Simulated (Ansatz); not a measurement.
Spectroscopic constants of PS-, multiplicity 3 (lowest of 2S+1 = 1, 3, 5 at CCSD(T)/def2-TZVPP on PBE0 minima; our sources give no spin for the ground state, which may be another).

Seven points along R, fitted to fifth degree in 1/R; most abundant isotopes. In def2 and cc sets the state is the lowest found near the PBE0 minimum, followed along R.

Cores are frozen in the correlated methods. CBS(a, b) extrapolates the correlation energy as X⁻³ and adds the Hartree–Fock energy of set b.

Codes used: Ansatz (a quantum-chemistry and plane-wave program). Each number belongs to the level named beside it.

```tsv
level	r_e (Å)	ω_e (cm⁻¹)	ω_e x_e (cm⁻¹)
r2SCAN/def2-TZVPP	2.005	614	2.4
PBE0/def2-TZVPP	1.998	627	2.3
wB97X-V/def2-TZVPP	1.989	650	2.2
CCSD/def2-TZVPP	2.006	620	2.5
CCSD/def2-QZVPP	1.999	626	2.5
CCSD(T)/aug-cc-pV(T+d)Z	2.015	600	2.4
CCSD(T)/CBS(aug-cc-pV(T+d)Z, aug-cc-pV(Q+d)Z)	2.000	(withheld)	2.5
CCSD(T)/CBS(def2-TZVPP, def2-QZVPP)	(withheld)	(withheld)	2.5
```

Task: What belongs in the gaps?

Result: 
- CCSD(T)/CBS(def2-TZVPP, def2-QZVPP), r_e (Å): 2.002
- CCSD(T)/CBS(def2-TZVPP, def2-QZVPP), ω_e (cm⁻¹): 618
- CCSD(T)/CBS(aug-cc-pV(T+d)Z, aug-cc-pV(Q+d)Z), ω_e (cm⁻¹): 616
